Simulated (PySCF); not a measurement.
Compound: CH8BrNSi2.
SMILES with atom numbers: `[SiH3:1][NH:2][CH2:3][SiH2:4][Br:5]` (hydrogens: H6, H7, H8 on Si1; H9 on N2; H10, H11 on C3; H12, H13 on Si4)

Method: PySCF 2.14.0, PBE0-D3(BJ)/def2-SVP geometry optimisation, gas phase; density fitting, grid level 1; the optimiser is geomeTRIC in internal coordinates, started from a GFN2-xTB structure with every atom displaced at random (about 0.01 Å).

Step 0: E = -88427.2168 eV
```
atom  x, y, z in Å  |  force x, y, z in eV/Å
Si1    -1.7874    0.4274    0.4164   -0.434   0.833  -0.345
N2     -0.8813   -0.6374   -0.5414    0.544   0.056  -0.287
C3      0.5110   -0.9156   -0.3758    0.515   0.295   0.835
Si4     1.6136    0.6288   -0.0221   -0.624  -0.928  -0.152
Br5     3.6584   -0.1460    0.0778    0.781  -0.284  -0.019
H6     -3.1709    0.2649   -0.0799   -0.317   0.085   0.067
H7     -1.7208    0.2170    1.8619   -0.018  -0.100   0.745
H8     -1.2723    1.8014    0.1314   -0.035   0.150   0.147
H9     -1.3668   -1.4421   -0.8579   -0.690  -0.858  -0.451
H10     0.9052   -1.3934   -1.2725    0.355  -0.090  -0.418
H11     0.6883   -1.6446    0.4521    0.249   0.196  -0.091
H12     1.3514    1.2135    1.3013   -0.219   0.245   0.253
H13     1.5563    1.6030   -1.1123   -0.106   0.399  -0.284
```

Step 1: E = -88427.3654 eV
```
atom  x, y, z in Å  |  force x, y, z in eV/Å
Si1    -1.8295    0.4311    0.4126   -0.078   0.045   0.210
N2     -0.8666   -0.6494   -0.5439   -0.037  -0.132  -0.049
C3      0.5393   -0.9286   -0.3305    0.113   0.099  -0.148
Si4     1.6426    0.6016   -0.0773   -0.093  -0.115   0.043
Br5     3.7391   -0.1768    0.0290   -0.092   0.038  -0.027
H6     -3.2213    0.3842   -0.1265    0.051  -0.014  -0.031
H7     -1.8789    0.1029    1.8817   -0.003  -0.002  -0.059
H8     -1.2810    1.8208    0.3214    0.022  -0.023  -0.058
H9     -1.3739   -1.4467   -0.9260    0.113   0.143   0.030
H10     0.9698   -1.4308   -1.2187   -0.043   0.022   0.067
H11     0.7450   -1.6061    0.5258    0.013   0.016   0.000
H12     1.3369    1.2764    1.2147    0.052   0.017   0.035
H13     1.5630    1.5983   -1.1835   -0.016  -0.092  -0.013
```

Task: Estimate the geometry and energy of step 2. (The exact step hangs on the optimiser's Hessian estimate; all steps are aligned on step 1, rigid shifts and turns removed.)

Result: E = -88427.3720 eV, largest force 0.061 eV/Å
```
atom  x, y, z in Å  |  force x, y, z in eV/Å
Si1    -1.8288    0.4329    0.4186   -0.026   0.020   0.051
N2     -0.8615   -0.6477   -0.5353   -0.016  -0.045   0.037
C3      0.5430   -0.9282   -0.3242    0.023   0.026  -0.048
Si4     1.6324    0.5969   -0.0668   -0.009   0.015   0.020
Br5     3.7291   -0.1703    0.0015    0.000   0.008   0.002
H6     -3.2068    0.3888   -0.1502    0.002   0.000  -0.009
H7     -1.9006    0.1054    1.8834    0.000  -0.004  -0.013
H8     -1.2651    1.8153    0.3184    0.011  -0.003  -0.010
H9     -1.3638   -1.4372   -0.9297    0.013   0.021  -0.019
H10     0.9701   -1.4243   -1.2145    0.008   0.000   0.011
H11     0.7542   -1.6086    0.5282   -0.017  -0.019   0.001
H12     1.3526    1.2757    1.2307    0.029  -0.008  -0.001
H13     1.5300    1.5780   -1.1811   -0.015  -0.012  -0.022
```

The energy changes by -0.0066 eV. The first-order estimate −F·Δx gives -0.0124 eV and the mean of the old and new forces, exact on a quadratic surface, -0.0074 eV. The step makes an angle of 69° with the force vector and moves no atom by more than 0.039 Å.

What follows is the cost of the whole optimisation. The run took 53 s on one thread, Arm Neoverse V1 (aarch64), on a shared host, and the process peaked at 0.53 GiB of memory.
